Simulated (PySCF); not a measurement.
# Reading the logs of faulty runs: AlBFH2O

Calculated results; nothing here was measured. They come from PySCF 2.14.0, an open-source quantum chemistry program, on an isolated molecule that a program drew, which may never have been made. The molecule is AlBFH2O (charge 0, doublet), drawn as the SMILES string `O[B][AlH][F]`.

Each row is a Hartree-Fock (HF) and frozen-core CCSD(T) single point in the cc-pV(D+d)Z basis, meant for a local HF minimum. Run 1 is clean. Each other run has one planted mistake out of seven kinds, and not every kind appears here: one electron removed, one electron added, multiplicity raised by two, geometry at a saddle point, minimal basis STO-3G, one bond length entered in bohr, all coordinates scaled. The reference is restricted for singlets and unrestricted otherwise, and also for a bond in bohr. Adding or removing an electron swaps singlet and doublet. Electrons count all cores. HOMO and LUMO are orbital energies over both spins, the gradient is its largest component, and the lowest frequency (negative if imaginary) is given only where the gradient is small. Bond lengths are over the 5 bonds as drawn. T1 is the CCSD diagnostic: over 0.02 (restricted) or 0.045 (unrestricted) a single reference is doubtful.

Geometry of the clean run:
```xyz
6
AlBFH2O, angstrom
O    -0.0992    3.8265    1.1862
B    -0.4087    2.9831    0.2271
Al   -0.8078    1.7708   -1.3417
F     0.0600    0.3589   -1.4499
H    -0.5678    3.7061    2.0034
H    -1.9177    2.0616   -2.4093
```

| run | electrons | basis functions | <S^2> | HOMO (eV) | LUMO (eV) | gradient (hartree/bohr) | lowest frequency (cm^-1) | mean bond (Å) | longest bond (Å) | T1 | HF (hartree) | CCSD(T) (hartree) | mistake |
|---|---|---|---|---|---|---|---|---|---|---|---|---|---|
| 1 | 37 | 75 | 0.758 | -7.39 | 1.37 | 1.3e-05 | 87 | 1.5029 | 2.022 | 0.0171 | -442.14055 | -442.67341 | no fault |
| 2 | 37 | 75 | 1.639 | -8.98 | 0.59 | 1.7e-02 | - | 1.7367 | 2.483 | 0.0408 | -441.97226 | -442.47013 | one bond length entered in bohr |
| 3 | 37 | 75 | 0.760 | -7.51 | 1.08 | 5.5e-02 | - | 1.6081 | 2.164 | 0.0199 | -442.11497 | -442.65728 | all coordinates scaled |
| 4 | 37 | 26 | 0.767 | -3.88 | 8.16 | 4.5e-02 | - | 1.5029 | 2.022 | 0.0216 | -436.40767 | -436.55571 | ? |

**Which mistake was planted in run 4, and what did it cost?**

It has 26 basis functions where the clean run has 75, with the same electrons and geometry. So the mistake is: minimal basis STO-3G. Subtracting run 1 and multiplying by 627.51 kcal/mol a hartree, the energy moved by 3597.4 kcal/mol in HF and 3838.9 kcal/mol in CCSD(T).

